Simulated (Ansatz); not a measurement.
Reaction (redistribution): `COB(N)O` + `OCB(O)O` → `NB(O)CO` + `COB(O)O`

Calculated with Ansatz (gas phase, PBE0-D4/def2-TZVP geometries, no zero-point term in ΔE). CCSD(T)/CBS is the MP2 limit (def2-TZVPP, def2-QZVPP) plus CCSD(T) − MP2 in def2-TZVPP, frozen cores. Each species was taken in one conformer, which may not be the lowest.

```tsv
species	HF/CBS(def2) energy (Eh)
`COB(N)O`	-270.50299
`OCB(O)O`	-290.31137
`NB(O)CO`	-270.45013
`COB(O)O`	-290.36127
```

**Question.** Work out ΔE.

**Answer.** ΔE = (-270.45013) + (-290.36127) − (-270.50299) − (-290.31137) = 0.00296 Eh = +0.08 eV. CCSD(T)/CBS gives +0.09 eV.

Largest T1 diagnostic among the species: 0.012.
